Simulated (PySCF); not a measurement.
Se(SH)(SMe) (CH4S2Se), SMILES CS[Se]S.

Geometry optimised at PBE-D3(BJ)/def2-SVP. This is a generated structure with no PubChem entry under its InChIKey; it may be hypothetical. Other conformers were not sampled.

All values below come from PySCF with PBE/def2-TZVP.

The molecule is in vacuum.

Computed frontier levels, gap, dipole moment and polarisability:
```json
{
  "highest_occupied_level": "-5.78 eV",
  "lowest_empty_level": "-2.50 eV",
  "orbital_gap": "3.28 eV",
  "dipole_moment": "1.02 D",
  "quadrupole, principal values (traceless, Buckingham form, about the centre of nuclear charge)": "-6.48, -1.47, 7.95 D·Å",
  "mean_static_polarisability": "83.2 bohr³ (12.33 Å³)",
  "polarisability_principal_values": "63.1, 72.3, 114.1 bohr³"
}
```
